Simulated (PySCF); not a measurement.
Two-dimensional NMR puzzle

Compound of formula C6H8NO2PSi. Correlations simulated from computed shifts and the bond graph:

HSQC (one-bond C–H):
```tsv
δH	δC
9.10	149.6
7.91	135.0
4.25	54.6
```

COSY cross peaks (H two or three bonds apart, from the bond graph; peaks can be absent where the dihedral angle is near 90°):
```tsv
δH	δH
9.10	7.91
```

HMBC (two and three bonds, from the bond graph):
```tsv
δH	δC
9.10	192.1, 189.1, 135.0
7.91	189.1, 149.6
4.78	189.1, 135.0
4.25	176.4
```

Carbons without hydrogens: δ 192.1, 189.1, 176.4.

Theory: shieldings: GIAO PBE0/pcSseg-1, geometry from GFN2-xTB, in PySCF (in vacuum, rapidly exchanging positions averaged, non-relativistic Hamiltonian, a single conformation).

Chemical shifts δ = σref − σ; TMS for 1H, 13C, all at this level.

Exchangeable hydrogens are left out of these lists.

Question: Work out the connectivity.

Answer: SMILES COC(=O)c1nccc([SiH3])p1.

Mapped SMILES: `[CH3:1][O:2][C:3](=[O:4])[c:5]1[n:6][cH:7][cH:8][c:9]([SiH3:10])[p:11]1`. Hydrogens are named by the atom that carries them.

1. δC 192.1 is C5, a substituted aromatic carbon next to a ring nitrogen.
2. δC 189.1 is C9, a substituted aromatic carbon.
3. δC 176.4 is C3, an ester carbonyl carbon.
4. δC 149.6 is C7, an aromatic CH next to a ring nitrogen (δH 9.10).
5. δC 135.0 is C8, an aromatic CH (δH 7.91).
6. δC 54.6 is C1, a methyl carbon bonded to O (δH 4.25).
7. HMBC from δH 9.10 reaches the proton-free carbons C5, C9.
8. HMBC from δH 7.91 reaches the proton-free carbon C9.
9. HMBC from δH 4.78 reaches the proton-free carbon C9.
10. HMBC from δH 4.25 reaches the proton-free carbon C3.
11. COSY links 9.10–7.91.

The shifts were computed for this structure.

Shifts are as computed. Against solution values, carbons near 30 ppm lie about +3 ppm off and those near 130 ppm about +5 ppm. Of 1211 compounds with measured shifts, 218 miss one by over three times the rms of a fit or turn the order of signals round; such compounds aren't used in these exercises.
